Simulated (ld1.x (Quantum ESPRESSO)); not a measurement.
## Cutoff test, oxygen (O), ultrasoft

| Item | Value |
| --- | --- |
| Element | O (Z = 8) |
| Generator | ld1.x (Quantum ESPRESSO) 7.5 |
| Type | ultrasoft |
| Functional | revPBE |
| Relativity | scalar-relativistic |
| Frozen core | [He] |
| Valence charge | 6 |
| Reference configuration | 2s2 2p1 (charge +3) |
| Partial waves | 2s (bound): rcut 0.55, rcutus 0.70 bohr; 2s channel at -3.6 Ry: rcut 0.55, rcutus 0.70 bohr; 2p (bound): rcut 1.55, rcutus 1.95 bohr; 2p channel at 0.45 Ry: rcut 1.55, rcutus 1.95 bohr |
| Local potential | all-electron potential smoothed inside 0.85 bohr (lloc = -2) |
| Core correction | Bessel-smoothed model core inside 0.65 bohr |
| Augmentation charge | PSQ, radius 0.40 bohr |

The pseudo-atom Hamiltonian at the reference potential is diagonalised in spherical Bessel functions j_l(qr) that vanish at 20 bohr, with q² up to the cutoff. All-electron valence levels (Ry): 2s -5.8474, 2p -4.7668.

Q: How do the lowest levels (Ry) of each channel move with the cutoff, and are there ghosts?

A:

| cutoff (Ry) | s #1 | s #2 | p #1 | p #2 | d #1 | f #1 | f #2 | Σ f·Δε (mRy) |
| --- | --- | --- | --- | --- | --- | --- | --- | --- |
| 8 | -5.6330 | -1.7513 | -3.2815 | -1.4803 | -1.2295 | -0.5951 | -0.3769 | 1914.1 |
| 12 | -5.7306 | -1.7949 | -4.5916 | -1.5535 | -1.2564 | -0.5960 | -0.3776 | 408.8 |
| 18 | -5.7381 | -1.8009 | -4.7628 | -1.5551 | -1.2728 | -0.5962 | -0.3778 | 222.7 |
| 30 | -5.7661 | -1.8044 | -4.7666 | -1.5582 | -1.2813 | -0.5963 | -0.3779 | 162.9 |
| 40 | -5.8044 | -1.8119 | -4.7668 | -1.5588 | -1.2830 | -0.5963 | -0.3779 | 86.0 |
| 50 | -5.8276 | -1.8171 | -4.7668 | -1.5588 | -1.2833 | -0.5963 | -0.3779 | 39.6 |
| 60 | -5.8385 | -1.8196 | -4.7668 | -1.5588 | -1.2834 | -0.5963 | -0.3779 | 17.8 |
| 80 | -5.8460 | -1.8214 | -4.7668 | -1.5588 | -1.2834 | -0.5963 | -0.3779 | 2.9 |
| 110 | -5.8469 | -1.8217 | -4.7668 | -1.5588 | -1.2834 | -0.5963 | -0.3779 | 1.1 |
| 140 | -5.8471 | -1.8218 | -4.7668 | -1.5588 | -1.2834 | -0.5963 | -0.3779 | 0.6 |
| 180 | -5.8473 | -1.8218 | -4.7668 | -1.5588 | -1.2834 | -0.5963 | -0.3779 | 0.2 |
| 400 | -5.8474 | -1.8218 | -4.7668 | -1.5588 | -1.2834 | -0.5963 | -0.3779 | 0.0 |

Result: no extra level below or beside the all-electron valence levels (s, p, d, f tested); 10 mRy is reached at 70 Ry and 1 mRy at 140 Ry.

Its largest configuration-test error is +997 meV.
